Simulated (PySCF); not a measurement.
# In⁴⁺: fine-structure interval

In⁴⁺ [Kr] 4d9 [4d3/2^4 4d5/2^5, M_J = 5/2] → In⁴⁺ [Kr] 4d9 [4d3/2^3 4d5/2^6, M_J = 3/2], as a difference of total energies. Calculation: PySCF 2.14, in x2c-QZVPPall-2c; the two-component X2C-1e Hamiltonian. Correlated levels: [Ar] 3d10 frozen; the 26 highest virtual spinors dropped. "Screened" scales the spin-orbit matrix elements by Boettger's factors to mimic the two-electron term; Breit and QED terms are absent.

```csv
method,fine-structure interval (cm⁻¹)
GHF (screened spin-orbit),7375.1
GMP2 (screened spin-orbit),7777.2
GHF (bare spin-orbit),9349.9
```
